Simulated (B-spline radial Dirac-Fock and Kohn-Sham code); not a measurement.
Photoelectron lines of Os⁶⁺ at 2460 eV

System: osmium as Os⁶⁺ in the configuration 1s2 2s2 2p6 3s2 3p6 3d10 4s2 4p6 4d10 4f14 5s2 5p6 5d2.

These are calculated numbers from a radial atomic solver; the model is independent-particle photoionisation in a Dirac-Hartree-Slater potential with a Latter tail, all multipoles, thresholds from Dirac-Fock ΔSCF. The asymmetry parameter β is from the dipole term alone. Kinetic energies are from the vacuum level. Open shells are spread statistically over j, without multiplet splitting.

```tsv
subshell	electrons	binding (eV)	kinetic (eV)	σ (kb)	β
3d3/2	4	2128.3	331.7	251	0.63
3d5/2	6	2057.4	402.6	357	0.78
4s	2	758.9	1701.1	12.6	1.91
4p1/2	2	649.1	1810.9	15.4	1.66
4p3/2	4	570.5	1889.5	34.0	1.66
4d3/2	4	390.2	2069.8	36.3	1.35
4d5/2	6	375.7	2084.3	51.0	1.35
4f5/2	6	145.8	2314.2	14.0	1.05
4f7/2	8	143.2	2316.8	17.7	1.03
5s	2	184.2	2275.8	2.66	1.92
5p1/2	2	146.2	2313.8	2.83	1.71
5p3/2	4	132.9	2327.1	5.95	1.71
5d3/2	0.8	84.80	2375.2	0.857	1.40
5d5/2	1.2	83.29	2376.7	1.20	1.38
```

Branching ratios of the spin-orbit partners (statistical value in brackets): 3d 1.42 (1.50), 4p 2.21 (2.00), 4d 1.41 (1.50), 4f 1.26 (1.33), 5p 2.11 (2.00), 5d 1.40 (1.50).

Run: 4.8 s of CPU time on 1 thread of Intel(R) Xeon(R) Platinum 8375C CPU @ 2.90GHz (shared host), peak memory 0.41 GiB.
